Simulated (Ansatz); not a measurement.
[SiBr3]- (SiBr₃⁻). Total charge -1; singlet. Geometry PBE-D4/def2-SVPD.

```xyz
4

Si   -0.080    0.759   -0.427
Br    1.623    0.557    1.281
Br    0.427   -1.242   -1.691
Br   -1.969   -0.074    0.837
```

(1) Estimate the orbital energies around the gap (eV) in Ansatz with LDA (SPW92)/def2-TZVPD, revPBE-D4/def2-TZVPD, r2SCAN-D4/def2-TZVPD, PBE0-D4/def2-TZVPD, r2SCAN0-D4/def2-TZVPD.

Answers

(1) 
```csv
orbital,LDA (SPW92)/def2-TZVPD,revPBE-D4/def2-TZVPD,r2SCAN-D4/def2-TZVPD,PBE0-D4/def2-TZVPD,r2SCAN0-D4/def2-TZVPD
HOMO−9,-7.77,-7.52,-7.99,-9.17,-9.43
HOMO−8,-4.61,-4.39,-4.82,-5.71,-5.95
HOMO−7,-4.61,-4.39,-4.82,-5.71,-5.95
HOMO−6,-3.78,-3.55,-3.93,-4.92,-5.14
HOMO−5,-3.23,-3.01,-3.39,-4.34,-4.56
HOMO−4,-3.23,-3.01,-3.39,-4.34,-4.56
HOMO−3,-2.68,-2.48,-2.84,-3.74,-3.95
HOMO−2,-2.68,-2.48,-2.84,-3.74,-3.95
HOMO−1,-2.51,-2.32,-2.67,-3.59,-3.80
HOMO,-1.47,-1.27,-1.47,-2.26,-2.37
LUMO,2.20,2.43,2.70,2.99,3.22
LUMO+1,2.39,2.59,2.86,3.15,3.38
LUMO+2,2.39,2.59,2.86,3.15,3.38
LUMO+3,2.91,2.89,3.44,3.39,3.66
LUMO+4,3.35,3.29,3.78,3.84,4.05
LUMO+5,3.35,3.29,3.78,3.84,4.05
```
